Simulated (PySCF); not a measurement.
Spectrum to structure. The calculation used TDDFT PBE0/def2-SVPD, vertical, gas phase, core orbitals frozen in the response (PySCF 2.14.0, density-fitted response routines). Geometries: PBE0-D3(BJ)/def2-SVP, one conformer each.

```json
{"state": "S1", "ν̃ (cm⁻¹)": "45080", "f": "0.0001", "main configurations (H = HOMO, L = LUMO)": "H→L (91%)"}
{"state": "S2", "ν̃ (cm⁻¹)": "48030", "f": "0.0003", "main configurations (H = HOMO, L = LUMO)": "H-1→L (55%), H-2→L (25%), H-3→L (10%)"}
{"state": "S3", "ν̃ (cm⁻¹)": "48660", "f": "0.0016", "main configurations (H = HOMO, L = LUMO)": "H-2→L (64%), H-1→L (22%), H-3→L (8%)"}
{"state": "S4", "ν̃ (cm⁻¹)": "53610", "f": "0.0064", "main configurations (H = HOMO, L = LUMO)": "H-3→L (79%), H-1→L (18%)"}
{"state": "S5", "ν̃ (cm⁻¹)": "56980", "f": "0.146", "main configurations (H = HOMO, L = LUMO)": "H→L+1 (47%), H→L+2 (36%), H→L+4 (15%)"}
{"state": "S6", "ν̃ (cm⁻¹)": "57750", "f": "0.0078", "main configurations (H = HOMO, L = LUMO)": "H-4→L (93%)"}
{"state": "S7", "ν̃ (cm⁻¹)": "59140", "f": "0.300", "main configurations (H = HOMO, L = LUMO)": "H→L+1 (42%), H→L+2 (22%), H→L+4 (14%)"}
{"state": "S8", "ν̃ (cm⁻¹)": "60900", "f": "0.047", "main configurations (H = HOMO, L = LUMO)": "H→L+4 (28%), H→L+2 (25%), H→L+5 (24%)"}
{"state": "S9", "ν̃ (cm⁻¹)": "60980", "f": "0.0025", "main configurations (H = HOMO, L = LUMO)": "H-5→L (60%), H-6→L (18%)"}
{"state": "S10", "ν̃ (cm⁻¹)": "62030", "f": "0.025", "main configurations (H = HOMO, L = LUMO)": "H→L+3 (57%), H-1→L+1 (15%), H→L+4 (13%)"}
```

Orbital energies (eV): HOMO-3 -8.97, HOMO-2 -8.85, HOMO-1 -8.71, HOMO -7.45, LUMO -1.07, LUMO+1 0.18, LUMO+2 0.59.

Question: Which structure fits? All have the formula C7H12BF.
A. `B1CCC[C@H]1/C(=C\F)C`
B. `C/C(=C\F)[C@@H]1BCCC1`
C. `C=C[C@@H]1BC[C@@H](F)[C@@H]1C`
D. `C=CC[C@@H]1CBC[C@H]1F`
E. `C=C[C@@H]1BC[C@H](F)[C@@H]1C`

Answer: D. Its S1, at 5.59 eV, is the highest among the candidates; the nearest of the others has S1 at 5.33 eV. S1 is HOMO→LUMO (91%). Löwdin shares by element: HOMO carbon 84% or more (atoms not listed hold the other 16%); LUMO boron 49%, carbon 26% or more, hydrogen 10% or more (atoms not listed hold the other 16%). At the same level the other candidates give, for their lowest levels:
- `C=C[C@@H]1BC[C@@H](F)[C@@H]1C`: 5.33 eV (f 0.141); 6.06 eV (f 0.003); 6.32 eV (f 0.033); 6.67 eV (f 0.023); 6.93 eV (f 0.121); T1 3.70 eV; HOMO -7.44, LUMO -1.15 eV
- `C/C(=C/F)[C@H]1BCCC1`: 4.65 eV (f 0.001); 6.09 eV (f 0.003); 6.25 eV (f 0.010); 6.32 eV (f 0.004); 6.76 eV (f 0.007); T1 4.18 eV; HOMO -6.70, LUMO -0.82 eV
- `C=C[C@@H]1BC[C@H](F)[C@@H]1C`: 5.31 eV (f 0.150); 6.14 eV (f 0.002); 6.27 eV (f 0.075); 6.76 eV (f 0.020); 6.85 eV (f 0.009); T1 3.61 eV; HOMO -7.27, LUMO -1.05 eV
- `C/C(=C\F)[C@@H]1BCCC1`: 4.57 eV (f 0.002); 6.06 eV (f 0.003); 6.19 eV (f 0.010); 6.27 eV (f 0.004); 6.67 eV (f 0.018); T1 4.14 eV; HOMO -6.70, LUMO -0.92 eV
Triplets come from the Tamm–Dancoff approximation.
